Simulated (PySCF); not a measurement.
Compound: C5H8NO (doublet state).
Numbering: `[CH3:1][C:2](=[O:3])[NH:4][C@H:5]1[CH:6][CH2:7]1` (hydrogens: H8, H9, H10 on C1; H11 on N4; H12 on C5; H13 on C6; H14, H15 on C7)

Cartesian coordinates in Å at the GFN2-xTB level; atoms count from 1:
```xyz
15
C5H8NO angstrom
C      2.607    0.042    0.045
C      1.279   -0.516   -0.427
O      1.170   -1.384   -1.266
N      0.212    0.048    0.189
C     -1.133   -0.349   -0.087
C     -2.187   -0.193    0.912
C     -2.199    0.733   -0.221
H      2.755   -0.199    1.095
H      2.629    1.122   -0.075
H      3.407   -0.402   -0.539
H      0.346    0.769    0.880
H     -1.120   -1.206   -0.758
H     -2.931   -0.871    1.270
H     -2.976    0.663   -0.975
H     -1.863    1.751   -0.065
```

The hyperfine couplings belong to this conformer and change with its torsions.

Computed with UKS B3LYP, pcH-1 on C H N O, non-relativistic, mean-field spin-orbit, GIAO (PySCF 2.14.0). Geometry: GFN2-xTB, one conformer, isolated molecule. A GFN2-xTB geometry isn't a minimum of the functional, and hyperfine couplings can be far from their values at a DFT geometry. Stability of the SCF solution: not tested.

(1) What is the g tensor, term by term?

(2) At 9.398 GHz, how far is the centre of the isotropic spectrum from where a free electron (g = 2.002319) resonates?

(3) What are the electron Larmor frequencies g μB B/h along the three axes at 1200 mT?

(4) How much does each term add to the isotropic shift?

(5) In a frozen sample, at which fields do the three g values resonate at 9.5, 34, 94 and 263 GHz (hyperfine left aside), and which band first spreads them over more than twice a line width of 0.3 mT?

Answers

(1) 
```tsv
Δg (ppm)	1	2	3
relativistic mass correction	-145	-145	-145
gauge correction	23	10	20
orbital Zeeman/spin–orbit	-55	539	961
total	-178	404	835
```

So g = 2.00214, 2.00272, 2.00315 and g_iso = 2.00267; the tensor is rhombic: the two nearest values differ by 43 % of g3 − g1. 

(2) B = hν/(g μB) with μB/h = 13.99624 MHz/mT gives 335.34 mT for the free electron and 335.28 mT at g_iso, 0.06 mT lower.

(3) 33.6270, 33.6367, 33.6440 GHz for g1, g2 and g3, a range of 17.0 MHz.

(4) The orbital-Zeeman/spin–orbit term 482, the mass correction -145 and the gauge correction 18 ppm, for a total of 354 ppm. The orbital-Zeeman/spin–orbit term is the largest in size. The mass correction is the same along every axis, so the anisotropy comes from the other two: their spans along these axes are 13 (gauge) and 1016 ppm (orbital Zeeman/spin–orbit).

(5) 
```
band    GHz  B(g3) mT  B(g2) mT  B(g1) mT  spread mT
   X    9.5    338.84    338.92    339.01       0.17
   Q   34.0   1212.70   1212.96   1213.31       0.61
   W   94.0   3352.76   3353.48   3354.45       1.70
   J  263.0   9380.58   9382.60   9385.33       4.75
```

The spread grows in proportion to the frequency. Q band is the first where it exceeds 0.6 mT.

The largest Mulliken spin population is on C6 (+0.97). The angles at C6 add up to 325.4°, so it is pyramidal.

The HOMO–LUMO gaps are 6.98 eV among the α and 4.17 eV among the β orbitals.
